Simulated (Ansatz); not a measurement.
Compare A (`CC(C)(C)CC(C)(C)C`) with its isomer B (`CCCCCC(C)(C)C`).

Isolated molecules relaxed with PBE0-D4/def2-TZVP in Ansatz; ΔE leaves out vibrations. CBS: MP2 limit from def2 TZ/QZ plus the TZ coupled-cluster correction, frozen cores. DFT in def2-TZVPP. B3LYP here is the variant with VWN-RPA as its local correlation; programs differ in this. One conformer a species, not always the lowest.

A:

```xyz
29

C    -2.4350    0.2881   -1.1043
C    -0.9236    0.0656   -1.0063
C    -0.2266    1.2705   -1.6312
C    -0.5917   -1.1862   -1.8194
C    -0.6161   -0.1237    0.4948
C     0.8023   -0.0900    1.1036
C     0.6667   -0.6431    2.5244
C     1.3411    1.3367    1.2176
C     1.8150   -0.9516    0.3553
H    -2.9844   -0.5415   -0.6499
H    -2.7494    0.3668   -2.1488
H    -2.7318    1.2075   -0.5920
H    -0.4246    2.1856   -1.0671
H    -0.5915    1.4232   -2.6513
H     0.8549    1.1340   -1.6899
H     0.4782   -1.3880   -1.8617
H    -1.0836   -2.0672   -1.3969
H    -0.9455   -1.0703   -2.8481
H    -1.0655   -1.0855    0.7731
H    -1.1941    0.6321    1.0420
H     1.6222   -0.5930    3.0541
H    -0.0666   -0.0711    3.1005
H     0.3422   -1.6873    2.5114
H     2.2832    1.3388    1.7736
H     1.5329    1.7919    0.2464
H     0.6369    1.9774    1.7561
H     2.7555   -0.9888    0.9130
H     2.0404   -0.5528   -0.6355
H     1.4584   -1.9780    0.2365
```

B:

```xyz
29

C     1.8944   -0.2536   -2.6863
C     0.4249    0.0921   -2.8622
C    -0.5233   -0.8525   -2.1309
C    -0.3203   -0.9441   -0.6219
C    -0.5175    0.3817    0.0953
C    -0.3962    0.3623    1.6264
C    -1.4472   -0.5549    2.2465
C     0.9966   -0.0965    2.0510
C    -0.6232    1.7845    2.1328
H     2.2141   -0.1506   -1.6463
H     2.0954   -1.2853   -2.9907
H     2.5294    0.3998   -3.2889
H     0.1752    0.0739   -3.9281
H     0.2500    1.1223   -2.5348
H    -0.4177   -1.8561   -2.5595
H    -1.5558   -0.5430   -2.3322
H    -1.0236   -1.6846   -0.2287
H     0.6792   -1.3379   -0.4129
H    -1.5078    0.7788   -0.1649
H     0.2070    1.1116   -0.2847
H    -1.4066   -0.5023    3.3381
H    -2.4550   -0.2638    1.9356
H    -1.2948   -1.5985    1.9626
H     1.7710    0.5304    1.5987
H     1.1083   -0.0331    3.1370
H     1.1888   -1.1319    1.7607
H    -1.6155    2.1479    1.8502
H     0.1172    2.4729    1.7151
H    -0.5468    1.8303    3.2230
```

**Question.** Which is lower in electronic energy at CCSD(T)/CBS, and by how much? (Estimate.)

**Answer.** Computed: B, by 4.6 kJ/mol.

**Question.** Give E(B) − E(A) in kJ/mol with ωB97M-V, CCSD(T)/def2-TZVPP, B3LYP, PBE-D4, MP2/def2-TZVPP, BLYP-D4, PBE0-D4. (An estimate is asked.)

**Answer.** Computed: ωB97M-V -6.1, CCSD(T)/def2-TZVPP -3.5, B3LYP -20.9, PBE-D4 -9.4, MP2/def2-TZVPP 0.4, BLYP-D4 -8.4, PBE0-D4 -10.3. None reverses the order clearly.

Largest T1 diagnostic: 0.009.

Leaving LDA and LC-ωPBE aside and taking each functional with its dispersion term where it has one, the values, not all of them listed here, spread over 6.9 kJ/mol, from B2PLYP to B97M-V. LDA lies +13.7 kJ/mol from PBE without D4. In def2-TZVPP, CCSD(T) changes the Hartree–Fock value by +23.4 kJ/mol (the triples alone add +3.9 kJ/mol) and MP2 by +27.2 kJ/mol.
